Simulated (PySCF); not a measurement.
Species: C7H13B.
Bonds: C1–C2 (double), C2–B3, B3–C4, C4–C5, C5–C6, C6–C7, C7–C8, B3–C8. Hydrogens: H9, H10 on C1; H11 on C2; H12, H13 on C4; H14, H15 on C5; H16, H17 on C6; H18, H19 on C7; H20, H21 on C8.

Probes without a nucleus sit at each ring's centroid and 1 Å off its mean plane on both sides; NICS is minus the shielding there, NICSzz its component along the normal. Level: GIAO CAM-B3LYP/pcSseg-1 (PySCF, non-relativistic, gas phase) on the PBE0-D3(BJ)/def2-SVP geometry, one conformer.

Ring bond lengths (Å): B3–C4 1.575, C4–C5 1.529, C5–C6 1.525, C6–C7 1.525, C7–C8 1.531, C8–B3 1.577.

Task: What do the NICS probes read (ppm)?

Result: 
```json
{"ring": "B3–C4–C5–C6–C7–C8", "type": "6-membered ring with B; formal bonds all single", "NICS(0)": "1.6", "NICS(1), two faces": "-1.2 / -0.8", "NICS(1)zz, two faces": "3.9 / 2.9", "rms pucker (Å)": "0.20", "centre to ring atoms, mean (Å)": "1.51"}
```

Task: What can be read from them?

Result: 
- B3–C4–C5–C6–C7–C8: mean NICS(1)zz 3.4 ppm, deshielded. C4, C5, C6, C7, C8 have four or more neighbours, so the value isn't read as a sign of a π ring current.

Task: How shielded are the nuclei of the rings and their hydrogens (means over atoms taken as equivalent)?

Result: 
```
   atoms                environment  σ isotropic (ppm)  principal values of the symmetric part, first atom (ppm)
      B3     three-coordinate boron               22.0                                        -51.0, -1.9, 118.8
 C4 (×2)  sp3 carbon bound to boron              156.6                                       137.3, 152.2, 168.9
 C5 (×2)            ring CH2 carbon              155.8                                       147.2, 151.7, 168.3
      C6            ring CH2 carbon              151.8                                       147.6, 153.0, 154.8
H12 (×4)         methylene hydrogen              30.15                                          25.1, 28.7, 35.4
H14 (×4)         methylene hydrogen              29.79                                          26.1, 28.7, 35.4
H16 (×2)         methylene hydrogen              29.83                                          24.8, 28.0, 36.1
```

Task: How do the values depend on the level or the medium?

Result: 
| level | NICS(0), B3–C4–C5–C6–C7–C8 | mean NICS(1)zz, B3–C4–C5–C6–C7–C8 |
| --- | --- | --- |
| CAM-B3LYP/pcSseg-1, gas | 1.6 | 3.4 |
| PBE0/pcSseg-1, gas | 1.5 | 3.4 |

The geometry is the same throughout.
